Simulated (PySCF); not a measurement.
Cd(I)(OMe) (CH₃CdIO), SMILES C[O][Cd][I].

Geometry optimised at r2SCAN-D4/def2-SVP. The structure was generated by enumeration; whether it is a known compound was not checked. The def2 effective core potentials stand for the cores of Cd, I; spin–orbit coupling is left out. Other conformers were not sampled.

Two levels are set side by side: PBE/def2-TZVP (PySCF) and CAM-B3LYP/def2-TZVP (PySCF). Same geometry, gas phase. Differences are taken from unrounded values.

```csv
quantity,CAM-B3LYP,PBE,PBE minus CAM-B3LYP
orbital gap (eV),7.63,3.08,-4.55
highest occupied level (eV),-8.73,-5.90,2.83
lowest empty level (eV),-1.10,-2.82,-1.72
dipole moment (D),1.12,1.08,-0.04
mean polarisability (bohr³),78.4,85.7,7.3
```

PBE's occupied levels lie high since its potential decays too fast outside the molecule; exact exchange lowers them and widens the gap. Loosely held outer electrons make PBE densities more polarisable. Differences between two approximate levels are no errors against the true value.

Rough cost on one machine, each run with all the roots and properties that it gave: CAM-B3LYP against PBE within a factor of 2.
